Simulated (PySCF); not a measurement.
**Basis and Hamiltonian dependence of the excitation energy of In²⁺**

In²⁺ [Kr] 4d10 5s1 (2S) → In²⁺ [Kr] 4d10 5p1 (2P). Calculated with PySCF 2.14 from differences of total energies of unrestricted determinants, without spin-orbit coupling. Values in eV.

```csv
basis,Hamiltonian,functions,UHF,LDA,PBE0,CCSD(T) (valence and next inner shell)
aug-cc-pwCVDZ-PP with ECP28MDF,ECP,48,7.066,7.682,7.414,7.476
Sapporo-DKH3-DZP-2012,spin-free X2C,52,7.137,n/a,n/a,7.525
"x2c-TZVPPall with one added diffuse shell each of s, p, d, f type",spin-free X2C,76,7.051,7.555,7.319,7.434
def2-QZVPPD with the def2 core potential (28 electrons),ECP,88,7.011,7.667,7.390,7.421
aug-cc-pVQZ-DK3,spin-free X2C,102,7.009,7.547,7.313,n/a
"aug-cc-pVQZ-PP with one added diffuse shell each of s, p, d, f, g type with ECP28MDF",ECP,117,7.013,7.669,7.392,n/a
"x2c-QZVPPall with one added diffuse shell each of s, p, d, f type",spin-free X2C,128,7.011,7.558,7.320,n/a
dyall-av2z,non-relativistic,130,6.259,6.698,6.485,n/a
aug-cc-pV5Z-PP with ECP28MDF,ECP,139,7.008,7.665,7.389,n/a
```

Frozen in the all-electron rows: valence and next inner shell: [Ar] 3d10; valence: [Kr] 4d10; with a core potential, the same shells as far as they lie outside it.

Non-relativistic rows lack the scalar-relativistic shift.
